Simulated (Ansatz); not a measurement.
trans-CrF2(H2O)4 (CrO₄F₂H₈), 15 atoms. Hardware: 4 threads of Intel Xeon 6975P-C on a shared host.

Correlated methods freeze 11 core orbitals; core or outer-core shells of Cr are correlated, in sets that lack core-valence functions.

How many basis functions does each of these Ansatz runs have, and roughly what does it cost? LC-ωPBE/def2-TZVP, charge 0 quintet, energy, from earlier orbitals; PBE-D4/def2-TZVP, charge 1 doublet at the geometry of the charge 0 triplet, energy, from earlier orbitals; PBE0-D4/def2-TZVPD, charge 0 triplet, energy, from earlier orbitals; HF/STO-3G, charge 0 quintet, energy; MP2/def2-TZVP, charge 0 triplet, energy, from earlier orbitals; RPA@PBE/def2-TZVP, charge 0 triplet, energy, from earlier orbitals; PBE-D4/def2-TZVP, charge 0 singlet, energy, from earlier orbitals; PBE-D4/def2-SVP, charge 0 triplet, energy with a search over starts; PBE-D4/def2-TZVP, charge 1 quartet at the geometry of the charge 0 triplet, energy, from earlier orbitals; PBE-D4/def2-SVP, charge 0 quintet, energy with a search over starts; r2SCAN-D4/def2-TZVPD, charge 0 triplet, energy, from earlier orbitals; PBE0-D4/def2-TZVP, charge 0 singlet, energy, from earlier orbitals.

Other jobs shared the machine, so times can vary by a factor of up to 3. A dash marks memory too small to be measured apart from the calling script's.

```
                                                                                                      run  functions  fitting or Cholesky vectors  wall time  peak host memory (GiB)
                                                                      HF/STO-3G, charge 0 quintet, energy         56                          794      0.4 s                       –
                                      PBE-D4/def2-SVP, charge 0 quintet, energy with a search over starts        155                         1729      2.5 s                       –
                                        PBE-D4/def2-TZVP, charge 0 singlet, energy, from earlier orbitals        279                         1697      3.3 s                       –
PBE-D4/def2-TZVP, charge 1 quartet at the geometry of the charge 0 triplet, energy, from earlier orbitals        279                         1697      3.4 s                       –
                                       LC-ωPBE/def2-TZVP, charge 0 quintet, energy, from earlier orbitals        279                         1697      4.9 s                    0.82
PBE-D4/def2-TZVP, charge 1 doublet at the geometry of the charge 0 triplet, energy, from earlier orbitals        279                         1697      8.5 s                       1
                                       PBE0-D4/def2-TZVP, charge 0 singlet, energy, from earlier orbitals        279                         1757       11 s                     1.3
                                      PBE-D4/def2-SVP, charge 0 triplet, energy with a search over starts        155                         1729       12 s                       –
                                       RPA@PBE/def2-TZVP, charge 0 triplet, energy, from earlier orbitals        279                         2055       13 s                     1.1
                                           MP2/def2-TZVP, charge 0 triplet, energy, from earlier orbitals        279                         2055       20 s                     1.4
                                    r2SCAN-D4/def2-TZVPD, charge 0 triplet, energy, from earlier orbitals        360                         1980       28 s                       2
                                      PBE0-D4/def2-TZVPD, charge 0 triplet, energy, from earlier orbitals        360                         2034       39 s                     2.9
```
